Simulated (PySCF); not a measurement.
Job file and geometry (Å, from GFN2-xTB) of an NMR shielding run on `C=C/C=C(/[SiH2]F)SC`, C5H9FSSi, GIAO PBE0/pcSseg-1 NMR shielding, non-relativistic, gas phase in PySCF; density fitting, a coarse starting grid and PySCF grid level 2 are the driver's defaults:

```
$ OMP_NUM_THREADS=1 python probes_run.py task.json out

{"job": {"kind": "nmr", "xc": "PBE0", "basis": "pcSseg-1"}, "charge": 0, "multiplicity": 1}
C      3.493850    -0.433730     0.447401
C      2.283831     0.106039     0.308012
C      1.065926    -0.649624     0.400892
C     -0.183866    -0.166375     0.228347
Si    -1.659111    -1.336187     0.321053
F     -2.675771    -0.840986     1.473396
S     -0.377286     1.536615    -0.207118
C     -2.156943     1.846526    -0.012671
H      4.392355     0.153614     0.375685
H      3.620769    -1.487917     0.633171
H      2.177548     1.165174     0.113914
H      1.177387    -1.701070     0.634003
H     -2.466140    -1.322757    -0.891491
H     -1.219142    -2.649125     0.755512
H     -2.285263     2.910158    -0.191966
H     -2.471011     1.601766     0.996078
H     -2.724132     1.279908    -0.744666
```

Task: Write the output of this run.

Result: 
```
coarse grid: 15344 points
cycle   1  E = -982.7081948716  dE =  8.202e-01  |g| = 6.026e-01  |ddm| = 3.890e+00
cycle   2  E = -982.6475811618  dE =  6.061e-02  |g| = 8.798e-01  |ddm| = 1.207e+00
cycle   3  E = -982.7767402599  dE = -1.292e-01  |g| = 8.965e-02  |ddm| = 7.529e-01
cycle   4  E = -982.7781861715  dE = -1.446e-03  |g| = 4.390e-02  |ddm| = 1.228e-01
cycle   5  E = -982.7786103140  dE = -4.241e-04  |g| = 1.807e-02  |ddm| = 5.327e-02
cycle   6  E = -982.7786901445  dE = -7.983e-05  |g| = 3.226e-03  |ddm| = 1.988e-02
cycle   7  E = -982.7786929371  dE = -2.793e-06  |g| = 1.096e-03  |ddm| = 4.658e-03
final grid: 139664 points
cycle   8  E = -982.8339447959  dE = -3.085e-05  |g| = 9.464e-03  |ddm| = 3.500e-02
cycle   9  E = -982.8339310337  dE =  1.376e-05  |g| = 1.178e-02  |ddm| = 2.126e-02
cycle  10  E = -982.8339675172  dE = -3.648e-05  |g| = 1.014e-03  |ddm| = 1.351e-02
cycle  11  E = -982.8339677865  dE = -2.693e-07  |g| = 3.232e-04  |ddm| = 1.473e-03
cycle  12  E = -982.8339678091  dE = -2.258e-08  |g| = 1.250e-04  |ddm| = 4.177e-04
cycle  13  E = -982.8339678131  dE = -3.981e-09  |g| = 3.518e-05  |ddm| = 1.603e-04
cycle  14  E = -982.8339678134  dE = -3.015e-10  |g| = 9.893e-06  |ddm| = 4.411e-05
converged SCF energy = -982.8339678134

GIAO shielding tensors (ppm)
atom      isotropic    diamagn.    paramagn.     s11        s22        s33       span
  0 C       58.445     252.305    -193.860    -47.980     62.185    161.131    209.111
  1 C       47.449     256.459    -209.010    -71.106     46.311    167.143    238.249
  2 C       43.096     253.539    -210.443    -59.224     48.866    139.646    198.869
  3 C       39.864     266.928    -227.064    -39.127     13.823    144.895    184.022
  4 Si     349.236     879.156    -529.920    314.470    337.087    396.151     81.680
  5 F      377.539     468.512     -90.972    350.415    358.400    423.804     73.389
  6 S      467.189    1059.019    -591.830    274.001    437.906    689.661    415.660
  7 C      167.235     253.089     -85.854    152.970    163.878    184.857     31.887
  8 H       26.042      28.061      -2.019     23.499     25.105     29.521      6.022
  9 H       26.192      30.557      -4.365     22.953     25.432     30.191      7.238
 10 H       24.489      32.615      -8.126     20.639     21.356     31.471     10.832
 11 H       25.395      34.906      -9.511     22.810     23.273     30.103      7.293
 12 H       26.193      29.934      -3.741     23.815     24.345     30.420      6.605
 13 H       26.630      29.887      -3.256     22.988     25.453     31.451      8.463
 14 H       29.637      29.182       0.455     24.422     26.822     37.666     13.244
 15 H       28.769      30.757      -1.988     23.968     27.592     34.746     10.778
 16 H       28.954      31.062      -2.108     24.297     27.248     35.317     11.020
```

Task: Turn these shieldings into chemical shifts. Referencing at the same level of theory: ¹³C (σref 186.93) and ²⁹Si (σref 349.16) and ¹H (σref 31.72) against TMS; CFCl3 for ¹⁹F (σref 170.95); ³³S (σref 503.73) against CS2.

Result: Averaging equivalent atoms: C 3: 147.1; C 2: 143.8; C 1: 139.5; C 0: 128.5; C 7: 19.7; Si 4: -0.1; F 5: -206.6; S 6: 37; H 10: 7.23; H 11: 6.32; H 8: 5.68; H 9: 5.52; H 12/13: 5.31; H 14/15/16: 2.60 ppm. Unscaled 19F shifts against computed CFCl3 carry errors that often reach 10 to 50 ppm.

Size and cost of the density-fitted run: 195 basis functions, 26 s wall time on 1 thread of an Intel Xeon 6975P-C, shared host; peak memory 0.92 GiB.
